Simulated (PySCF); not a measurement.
What happened in this job?

A core-ionisation job on C2H5AlCl3NO, SMILES `C/C(N)=[O+]/[Al-]([Cl])([Cl])[Cl]`. Theory: PySCF 2.14.0, delta-SCF UKS SCAN, pcX-2 on the ionised atom, pcseg-1 elsewhere, spin-free X2C.

Driver input (Å, PBE0-D3(BJ)/def2-SVP geometry):

```
{"job": {"kind": "xps"}, "charge": 0, "multiplicity": 1}
C      1.9872     0.2768    -0.3339
C      0.6042    -0.0603     0.1069
N      0.4056    -1.0575     0.9464
O     -0.3420     0.6258    -0.3505
Al    -2.1968     0.5253    -0.4125
Cl    -2.5519    -0.5820    -2.1780
Cl    -2.6610    -0.6090     1.3721
Cl    -2.8793     2.5174    -0.3563
H      2.0402     0.1499    -1.4251
H      2.1674     1.3405    -0.1236
H      2.7570    -0.3367     0.1495
H      1.1800    -1.5922     1.3146
H     -0.5536    -1.2398     1.2723
```

Output:

```
ground state, core basis on atom 0 (C), 184 functions
  cycle   1  E = -1836.62351197  |g| = 7.62e-01
  cycle   2  E = -1836.33265355  |g| = 1.42e+00
  cycle   3  E = -1836.73187892  |g| = 3.44e-01
  cycle   4  E = -1836.75875462  |g| = 6.29e-02
  cycle   5  E = -1836.75932982  |g| = 3.83e-02
  cycle   6  E = -1836.75969329  |g| = 9.01e-03
  cycle   7  E = -1836.75971190  |g| = 2.52e-03
  cycle   8  E = -1836.75971108  |g| = 4.75e-04
  E(ground) = -1836.82022471 Eh
hole in C 1s of atom 0
  cycle   1  E = -1825.45088268  |g| = 1.50e+00
  cycle   2  E = -1814.52759747  |g| = 3.69e+00
  cycle   3  E = -1825.73743376  |g| = 6.27e-01
  cycle   4  E = -1825.91487916  |g| = 4.42e-01
  cycle   5  E = -1825.98406486  |g| = 2.19e-01
  cycle   6  E = -1825.99981728  |g| = 9.39e-02
  cycle   7  E = -1826.00347893  |g| = 2.74e-02
  cycle   8  E = -1826.00383292  |g| = 9.49e-03
  cycle   9  E = -1826.00387835  |g| = 3.40e-03
  cycle  10  E = -1826.00388415  |g| = 1.22e-03
  cycle  11  E = -1826.00388449  |g| = 6.72e-04
  cycle  12  E = -1826.00388689  |g| = 2.91e-04
  E(ion) = -1826.06330470 Eh   <S^2> = 0.7672   hole on atom = 1.000   binding energy = 292.711 eV
ground state, core basis on atom 1 (C), 184 functions
  cycle   1  E = -1836.76644048  |g| = 5.85e-02
  cycle   2  E = -1836.76642435  |g| = 1.96e-02
  cycle   3  E = -1836.76644622  |g| = 1.74e-02
  cycle   4  E = -1836.76652431  |g| = 3.78e-03
  cycle   5  E = -1836.76652537  |g| = 8.09e-04
  cycle   6  E = -1836.76652622  |g| = 1.32e-04
  E(ground) = -1836.82627047 Eh
hole in C 1s of atom 1
  cycle   1  E = -1825.32966624  |g| = 1.51e+00
  cycle   2  E = -1820.61245292  |g| = 3.28e+00
  cycle   3  E = -1825.64074424  |g| = 6.71e-01
  cycle   4  E = -1824.66664839  |g| = 1.07e+00
  cycle   5  E = -1825.79310524  |g| = 3.93e-01
  cycle   6  E = -1825.85407613  |g| = 2.56e-01
  cycle   7  E = -1825.88095797  |g| = 1.45e-01
  cycle   8  E = -1825.76413861  |g| = 3.65e-01
  cycle   9  E = -1825.88569564  |g| = 1.13e-01
  cycle  10  E = -1825.89606667  |g| = 3.97e-02
  cycle  11  E = -1825.87040274  |g| = 1.71e-01
  cycle  12  E = -1825.82598928  |g| = 2.71e-01
  cycle  13  E = -1825.86738763  |g| = 1.81e-01
  cycle  14  E = -1825.89744464  |g| = 1.89e-02
  cycle  15  E = -1825.89754240  |g| = 1.80e-02
  cycle  16  E = -1825.89779405  |g| = 7.97e-03
  cycle  17  E = -1825.89781516  |g| = 6.90e-03
  cycle  18  E = -1825.89785326  |g| = 1.91e-03
  cycle  19  E = -1825.89785364  |g| = 1.21e-03
  cycle  20  E = -1825.89785451  |g| = 1.24e-03
  cycle  21  E = -1825.89785533  |g| = 5.89e-04
  cycle  22  E = -1825.89785523  |g| = 2.24e-04
  E(ion) = -1825.95593054 Eh   <S^2> = 0.9908   hole on atom = 1.000   binding energy = 295.797 eV
ground state, core basis on atom 2 (N), 184 functions
  cycle   1  E = -1836.77351202  |g| = 7.49e-02
  cycle   2  E = -1836.77340091  |g| = 3.21e-02
  cycle   3  E = -1836.77332531  |g| = 3.78e-02
  cycle   4  E = -1836.77359387  |g| = 5.41e-03
  cycle   5  E = -1836.77360178  |g| = 1.20e-03
  cycle   6  E = -1836.77360102  |g| = 2.25e-04
  E(ground) = -1836.83194356 Eh
hole in N 1s of atom 2
  cycle   1  E = -1821.08972956  |g| = 1.86e+00
  cycle   2  E = -1814.52574458  |g| = 3.29e+00
  cycle   3  E = -1821.29639442  |g| = 8.35e-01
  cycle   4  E = -1821.71807575  |g| = 4.18e-01
  cycle   5  E = -1821.76826008  |g| = 2.51e-01
  cycle   6  E = -1821.78847818  |g| = 1.11e-01
  cycle   7  E = -1821.79354124  |g| = 2.20e-02
  cycle   8  E = -1821.79376223  |g| = 6.47e-03
  cycle   9  E = -1821.79378395  |g| = 2.53e-03
  cycle  10  E = -1821.79378637  |g| = 8.65e-04
  cycle  11  E = -1821.79378802  |g| = 2.93e-04
  E(ion) = -1821.85030252 Eh   <S^2> = 0.7645   hole on atom = 1.000   binding energy = 407.671 eV
ground state, core basis on atom 3 (O), 184 functions
  cycle   1  E = -1836.78969141  |g| = 1.05e-01
  cycle   2  E = -1836.78755982  |g| = 1.20e-01
  cycle   3  E = -1836.78942183  |g| = 6.44e-02
  cycle   4  E = -1836.79018308  |g| = 1.08e-02
  cycle   5  E = -1836.79020521  |g| = 1.58e-03
  cycle   6  E = -1836.79020967  |g| = 4.21e-04
  E(ground) = -1836.84786744 Eh
hole in O 1s of atom 3
  cycle   1  E = -1816.12171999  |g| = 2.23e+00
  cycle   2  E = -1814.30426413  |g| = 2.51e+00
  cycle   3  E = -1816.55712430  |g| = 8.22e-01
  cycle   4  E = -1816.92275122  |g| = 2.78e-01
  cycle   5  E = -1816.94529373  |g| = 1.28e-01
  cycle   6  E = -1816.95091070  |g| = 7.34e-02
  cycle   7  E = -1816.95331118  |g| = 1.56e-02
  cycle   8  E = -1816.95343507  |g| = 3.64e-03
  cycle   9  E = -1816.95344234  |g| = 1.31e-03
  cycle  10  E = -1816.95344317  |g| = 4.03e-04
  E(ion) = -1817.01144157 Eh   <S^2> = 0.7620   hole on atom = 1.000   binding energy = 539.777 eV
ground state, core basis on atom 4 (Al), 195 functions
  cycle   1  E = -1836.83549405  |g| = 2.61e-01
  cycle   2  E = -1836.83064100  |g| = 1.92e-01
  cycle   3  E = -1836.83112634  |g| = 1.79e-01
  cycle   4  E = -1836.83721143  |g| = 3.49e-02
  cycle   5  E = -1836.83749604  |g| = 5.28e-03
  cycle   6  E = -1836.83750142  |g| = 1.35e-03
  cycle   7  E = -1836.83750458  |g| = 4.84e-04
  E(ground) = -1836.86267764 Eh
hole in Al 1s of atom 4
  cycle   1  E = -1778.19600009  |g| = 3.98e+00
  cycle   2  E = -1777.99455302  |g| = 2.23e+00
  cycle   3  E = -1778.46782769  |g| = 1.07e+00
  cycle   4  E = -1779.12340161  |g| = 4.23e-01
  cycle   5  E = -1779.17747408  |g| = 2.80e-01
  cycle   6  E = -1779.20924099  |g| = 3.71e-02
  cycle   7  E = -1779.20968716  |g| = 1.63e-02
  cycle   8  E = -1779.20979839  |g| = 5.98e-03
  cycle   9  E = -1779.20981404  |g| = 1.14e-03
  cycle  10  E = -1779.20981571  |g| = 3.81e-04
  E(ion) = -1779.23255576 Eh   <S^2> = 0.7518   hole on atom = 1.000   binding energy = 1568.195 eV
hole in Al 2p of atom 4
  cycle   1  E = -1833.54210526  |g| = 1.10e+00
  cycle   2  E = -1833.19659860  |g| = 1.24e+00
  cycle   3  E = -1833.72606164  |g| = 4.25e-01
  cycle   4  E = -1833.82699416  |g| = 1.30e-01
  cycle   5  E = -1833.82940214  |g| = 1.05e-01
  cycle   6  E = -1833.83398370  |g| = 9.41e-03
  cycle   7  E = -1833.83400446  |g| = 7.52e-03
  cycle   8  E = -1833.83403048  |g| = 1.13e-03
  cycle   9  E = -1833.83402908  |g| = 4.46e-04
  E(ion) = -1833.86133064 Eh   <S^2> = 0.7516   hole on atom = 1.004   binding energy = 81.671 eV
  2p3/2 = 81.458 eV   2p1/2 = 81.890 eV
ground state, core basis on atom 5 (Cl), 195 functions
  cycle   1  E = -1836.94568189  |g| = 4.85e-01
  cycle   2  E = -1836.94574668  |g| = 4.73e-02
  cycle   3  E = -1836.94536098  |g| = 5.41e-02
  cycle   4  E = -1836.94597137  |g| = 2.27e-02
  cycle   5  E = -1836.94606748  |g| = 5.94e-03
  cycle   6  E = -1836.94607466  |g| = 6.73e-04
  cycle   7  E = -1836.94607265  |g| = 1.23e-04
  E(ground) = -1836.98841312 Eh
hole in Cl 1s of atom 5
  cycle   1  E = -1731.77869760  |g| = 5.47e+00
  cycle   2  E = -1732.45317932  |g| = 2.06e+00
  cycle   3  E = -1732.89874859  |g| = 5.53e-01
  cycle   4  E = -1732.99487515  |g| = 2.20e-01
  cycle   5  E = -1733.01653360  |g| = 1.20e-01
  cycle   6  E = -1733.02236625  |g| = 4.58e-02
  cycle   7  E = -1733.02306991  |g| = 1.90e-02
  cycle   8  E = -1733.02325328  |g| = 4.54e-03
  cycle   9  E = -1733.02325985  |g| = 9.99e-04
  cycle  10  E = -1733.02326080  |g| = 4.68e-04
  E(ion) = -1733.07328551 Eh   <S^2> = 0.7519   hole on atom = 1.000   binding energy = 2827.675 eV
hole in Cl 2p of atom 5
  cycle   1  E = -1828.91569173  |g| = 1.71e+00
  cycle   2  E = -1829.06148694  |g| = 1.15e+00
  cycle   3  E = -1829.36093457  |g| = 1.80e-01
  cycle   4  E = -1829.36804054  |g| = 1.42e-01
  cycle   5  E = -1829.37892736  |g| = 5.20e-02
  cycle   6  E = -1829.37984743  |g| = 2.24e-02
  cycle   7  E = -1829.38006532  |g| = 5.27e-03
  cycle   8  E = -1829.38007972  |g| = 1.13e-03
  cycle   9  E = -1829.38007959  |g| = 3.53e-04
  E(ion) = -1829.43043767 Eh   <S^2> = 0.7516   hole on atom = 1.001   binding energy = 205.663 eV
  2p3/2 = 205.089 eV   2p1/2 = 206.742 eV
```

The program numbers atoms from 0. E(ground) and E(ion) are re-evaluated on a finer grid than the cycles, so they differ from the last cycles; that is no fault. The 2p3/2 and 2p1/2 values come from a spin–orbit splitting computed afterwards; their 2:1 mean is the average over the three 2p orbitals and can differ from the one hole solved. The Al 2p split of this scheme isn't reliable.

Problem. Do all binding energies of this run deserve the same trust?

Solution. No. Every hole passed the driver's convergence checks (|g| < 5e-4, core orbital emptied to over 0.9), but ⟨S²⟩ is 0.991 for C1s on atom 1, against 0.75 for a pure doublet, so the unrestricted ion state holds higher spin components.

Problem. How can it be mended?

Solution. Recompute such holes with a restricted open-shell or spin-projected scheme and compare; until then these binding energies are doubtful.

The run took 61 s on one thread, Arm Neoverse V2 (aarch64), shared host with 48 logical CPUs at a one-minute load of 10, and the process peaked at 0.77 GiB of memory.
